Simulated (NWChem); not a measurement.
System: C2H6FIn; SMILES [CH3][In]([CH3])[F]

Program: NWChem. Structure relaxed at the PBE0/def2-SVP level. No frequency run checked for a minimum. def2 effective core potentials on In; no spin-orbit coupling. Ions are spin-unrestricted doublets at the neutral geometry; other ion states weren't tried.

For level PBE/def2-SVP:

```yaml
vertical ionisation energy, ΔSCF (eV): 9.30
"−ε(HOMO) (eV)": 6.28
```

What are these values for level PBE0/def2-SVP?


- vertical ionisation energy, ΔSCF (eV): 9.66
- −ε(HOMO) (eV): 7.62
